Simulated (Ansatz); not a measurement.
Consider the formal exchange of groups at a Ge–Si bond: `B[SiH]([GeH3])C=O` + `[CH3][AlH][CH3]` → `[CH3][AlH][CH2][GeH3]` + `B[SiH2]C=O`.

Program: Ansatz. Geometries: PBE0-D4/def2-TZVP. ΔE: electronic, gas phase. CCSD(T)/CBS adds triple-zeta CCSD(T) − MP2 to the extrapolated MP2 energy (def2 sets, frozen cores). DFT in def2-TZVPP. B3LYP here is the variant with VWN-RPA as its local correlation; programs differ in this. For Ge outer-core shells are correlated without core-valence functions, which leaves a few kJ/mol of doubt a bond. Scalar relativity is left out up to krypton. Each species was taken in one conformer, which may not be the lowest.

`B[SiH]([GeH3])C=O`:

Cartesian coordinates in Å:
```
B -0.795 1.057 1.504
Si -0.806 -0.066 -0.125
Ge 1.207 -1.334 0.224
C -0.446 0.930 -1.734
O -1.036 0.767 -2.769
H -1.399 0.745 2.486
H -0.096 2.027 1.554
H -1.945 -0.995 -0.344
H 1.228 -1.971 1.623
H 2.427 -0.409 0.085
H 1.293 -2.445 -0.834
H 0.367 1.694 -1.671
```

`[CH3][AlH][CH3]`:

```xyz
10

C     1.056    1.347   -0.229
Al   -0.540    0.364    0.322
C    -0.693   -1.563    0.032
H     1.961    0.901    0.198
H     1.035    2.402    0.054
H     1.179    1.298   -1.317
H    -1.758    1.130    1.010
H     0.207   -2.011   -0.395
H    -0.918   -2.085    0.968
H    -1.528   -1.784   -0.644
```

`[CH3][AlH][CH2][GeH3]`:

```xyz
13

C    -1.268   -1.623   -1.086
Al   -1.126   -0.416    0.441
C    -0.112    1.244    0.318
Ge    1.815    0.966    0.516
H    -2.311   -1.885   -1.291
H    -0.836   -1.210   -2.001
H    -0.753   -2.567   -0.873
H    -1.798   -0.806    1.831
H    -0.415    1.957    1.090
H    -0.254    1.718   -0.659
H     2.339    0.061   -0.618
H     2.594    2.294    0.476
H     2.123    0.267    1.856
```

`B[SiH2]C=O`:

```xyz
9

B    -1.161    1.090   -0.514
Si   -0.064   -0.029    0.738
C     1.155   -1.100   -0.313
O     1.099   -2.300   -0.380
H    -0.617    1.658   -1.415
H    -2.341    1.227   -0.398
H    -0.803   -0.916    1.670
H     0.797    0.921    1.507
H     1.935   -0.551   -0.895
```

Question: Is it downhill or uphill in electronic energy at CCSD(T)/CBS, and by how much? (Estimate.)

Answer: Ansatz gave: Uphill: ΔE = +0.32 eV.

Question: What do these levels give: r2SCAN-D4, B3LYP-D4, PBE0, HF/def2-TZVPP, MP2/def2-TZVPP, SCS-MP2/def2-TZVPP, CCSD/def2-TZVPP, HF/def2-QZVPP, MP2/def2-QZVPP, HF/CBS(def2), MP2/CBS(def2), CCSD/CBS(def2)? (Best estimate.)

Answer: Ansatz gave: r2SCAN-D4 0.45, B3LYP-D4 0.41, PBE0 0.44, HF/def2-TZVPP 0.18, MP2/def2-TZVPP 0.30, SCS-MP2/def2-TZVPP 0.25, CCSD/def2-TZVPP 0.29, HF/def2-QZVPP 0.18, MP2/def2-QZVPP 0.30, HF/CBS(def2) 0.18, MP2/CBS(def2) 0.31, CCSD/CBS(def2) 0.30 eV.

Largest T1 diagnostic among the species: 0.016.

From PBE to PBE0 (25 % exact exchange), in def2-TZVPP and without D4, ΔE moves by −0.06 eV. In def2-TZVPP, CCSD(T) changes the Hartree–Fock value by +0.13 eV (the triples alone add +0.02 eV) and MP2 by +0.11 eV.
